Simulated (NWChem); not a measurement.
System meant: CH$_{6}$ClGeN; SMILES C[NH][GeH2][Cl]

Input file for NWChem:

```
start job
memory heap 200 mb stack 900 mb global 1100 mb
geometry units angstroms noautoz
  C      1.138196     2.125808     0.248586
  N      0.042328     1.506205    -0.463618
  Ge    -0.677785    -0.070180     0.061129
  Cl     0.728409    -1.737776    -0.119324
  H      2.129041     1.680566     0.037083
  H      0.970699     2.046503     1.334597
  H      1.193883     3.201746     0.014360
  H      0.100861     1.628427    -1.470217
  H     -1.855747    -0.390562    -0.863563
  H     -1.018057     0.025012     1.551842
end
basis spherical
  C library def2-svp
  N library def2-svp
  Ge library def2-svp
  Cl library def2-svp
  H library def2-svp
end
dft
  odft
  mult 2
  xc xpbe96 cpbe96
  iterations 150
  mulliken
end
task dft energy
```

End of the output:

```
 Summary of "ao basis" -> "" (spherical)
 ------------------------------------------------------------------------------
       Tag                 Description            Shells   Functions and Types
 ---------------- ------------------------------  ------  ---------------------
 C                          def2-svp                 6       14   3s2p1d
 N                          def2-svp                 6       14   3s2p1d
 Ge                         def2-svp                12       32   5s4p3d
 Cl                         def2-svp                 8       18   4s3p1d
 H                          def2-svp                 3        5   2s1p

  pbe96 is a nonlocal functional; adding pw91lda local functional.

                                 NWChem DFT Module
                                 -----------------

 Summary of "ao basis" -> "ao basis" (spherical)
 ------------------------------------------------------------------------------
       Tag                 Description            Shells   Functions and Types
 ---------------- ------------------------------  ------  ---------------------
 C                          def2-svp                 6       14   3s2p1d
 N                          def2-svp                 6       14   3s2p1d
 Ge                         def2-svp                12       32   5s4p3d
 Cl                         def2-svp                 8       18   4s3p1d
 H                          def2-svp                 3        5   2s1p

  number of electrons :                   68
  multiplicity        :                    2
 ------------------------------------------------------------------------
  no. of electrons and multiplicity not compatible                  68
 ------------------------------------------------------------------------
 ------------------------------------------------------------------------
  current input line :
    29: task dft energy
 ------------------------------------------------------------------------
 ------------------------------------------------------------------------
 There is an error in the input file
 ------------------------------------------------------------------------
 For more information see the NWChem manual at https://nwchemgit.github.io

0: no. of electrons and multiplicity not compatible:Received an Error in Communication
```

Question: What is wrong, and how is it mended?

Answer: The input was rejected before any calculation. Cause: the multiplicity doesn't fit the number of electrons (an even count wants an odd multiplicity, and the reverse). This input runs:
```
start job
memory heap 200 mb stack 900 mb global 1100 mb
geometry units angstroms noautoz
  C      1.138196     2.125808     0.248586
  N      0.042328     1.506205    -0.463618
  Ge    -0.677785    -0.070180     0.061129
  Cl     0.728409    -1.737776    -0.119324
  H      2.129041     1.680566     0.037083
  H      0.970699     2.046503     1.334597
  H      1.193883     3.201746     0.014360
  H      0.100861     1.628427    -1.470217
  H     -1.855747    -0.390562    -0.863563
  H     -1.018057     0.025012     1.551842
end
basis spherical
  * library def2-svp
end
dft
  xc xpbe96 cpbe96
  iterations 150
  mulliken
end
task dft energy
```
It converges to -2632.59994 Ha (PBE/def2-SVP).
